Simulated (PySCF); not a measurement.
CF2, SMILES F[C]F (PBE0/def2-SVP optimised geometry):

```
3

F      0.811    -0.624     0.000
C     -0.481    -0.624     0.000
F     -0.811     0.624     0.000
```

Computed with PBE0/def2-TZVP in PySCF.

**Question.** What are the frontier orbital energies and the dipole moment?

**Answer.** HOMO-2 -13.77 eV, HOMO-1 -13.03 eV, HOMO -8.74 eV, LUMO -2.20 eV, LUMO+1 3.28 eV; dipole moment 0.71 D.

On the same geometry PBE/def2-TZVP in PySCF gives HOMO-2 -11.76 eV, HOMO-1 -10.83 eV, HOMO -7.08 eV, LUMO -3.44 eV, LUMO+1 2.34 eV; dipole moment 0.84 D.

Meta-Löwdin charges at PBE0/def2-TZVP: F1 -0.16, C2 0.33, F3 -0.16.
